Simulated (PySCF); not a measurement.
## GaB⁺: frontier orbitals

PBE at R = 2.758 Å; Ga def2-SVPD, B def2-SVPD; no relativity (PySCF 2.14). State: ²Σ⁺ (doublet), unpaired electrons σ ↑. Only the outer orbitals are listed, counted within each symmetry.

```
spin  orbital  occ.  ε (eV)  on Ga (%)  main shells (%)
   α       1δ     1  -26.71        100         100 Ga d
   α       1δ     1  -26.71        100         100 Ga d
   α       3π     1  -26.63        100         100 Ga d
   α       3π     1  -26.63        100         100 Ga d
   α       7σ     1  -26.61        100         100 Ga d
   α       8σ     1  -16.41         35  61 B s, 32 Ga s
   α       9σ     1  -14.36         62  60 Ga s, 35 B s
   α      10σ     1  -10.62         29  70 B p, 23 Ga p
   α       4π     0   -9.76         15  84 B p, 14 Ga p
   α       4π     0   -9.76         15  84 B p, 14 Ga p
   α       5π     0   -7.91         84  84 Ga p, 15 B p
   β       1δ     1  -26.70        100         100 Ga d
   β       1δ     1  -26.70        100         100 Ga d
   β       3π     1  -26.60        100         100 Ga d
   β       3π     1  -26.60        100         100 Ga d
   β       7σ     1  -26.57        100         100 Ga d
   β       8σ     1  -15.85         45  50 B s, 43 Ga s
   β       9σ     1  -13.80         54  53 Ga s, 46 B s
   β       4π     0   -9.51         18  81 B p, 16 Ga p
   β       4π     0   -9.51         18  81 B p, 16 Ga p
   β      10σ     0   -9.07         38  55 B p, 36 Ga p
```

Task: Which are the highest filled and the lowest empty level, where do they sit, and how wide is the gap?

Result: Highest filled α 10σ at -10.62 eV (in %: 70 B p, 23 Ga p); lowest empty α 4π at -9.76 eV (in %: 84 B p, 14 Ga p); the gap at PBE is 0.86 eV.

| Quantity | Value |
| --- | --- |
| bond order (Mayer) | 0.49 |
| ⟨S²⟩ | 0.754 |
| charge on Ga (Mulliken, basis-dependent) | 0.75 |
| charge on Ga (Löwdin, basis-dependent) | 0.71 |
| dipole moment (positive dipole points towards B; it is taken about the centre of mass and depends on that origin) | 2.47 D |
| polarisability along the bond | 72.8 bohr³ |
| polarisability across the bond | 34.2 bohr³ |

Spin–orbit coupling is left out. The state is the lowest determinant that a PBE0 search found; another state may lie lower at other levels.
